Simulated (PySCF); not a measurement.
**Ionising RbSr**

PBE; Rb def2-SVP with ECP28, Sr def2-SVP with ECP28; scalar-relativistic core potentials (PySCF 2.14). Neutral (UKS): doublet (σ ↑), Re = 4.645 Å, ωe = 43.6 cm⁻¹, De = 0.19 eV, HOMO -2.39 eV, LUMO -1.96 eV.

RbSr⁺ (UKS): singlet (closed shell), Re = 4.438 Å, ωe = 55.9 cm⁻¹, De = 0.56 eV to Rb⁺ + Sr. The energies at the minima are -54.76230 hartree for RbSr and -54.61848 for RbSr⁺.

Work out the adiabatic ionisation energy, without and with harmonic zero-point energies (1 hartree = 27.2114 eV, 1 eV = 8065.5 cm⁻¹), and the change of the bond length.

At PBE: 0.14382 hartree = 3.914 eV between the minima; the zero-point term (55.9 − 43.6)/2 cm⁻¹ = +0.001 eV makes it 3.914 eV. Re changes by -20.7 pm against the neutral. The electron leaves a σ orbital, and the shorter bond of the ion fits an antibonding orbital, or a change in how ionic the bond is.

Closed-shell solutions of metal pairs were not tested for spin polarisation, which can lower them a little. Weak bonds: RbSr. Basis-set superposition, not corrected here, can be much of De in a small basis, most of all at correlated wavefunction levels. For an ion De counts to the pair picked by the measured ionisation energies or electron affinities, which need not be the lowest pair at this level. States were picked by a PBE0 search and need not be the measured ground states.
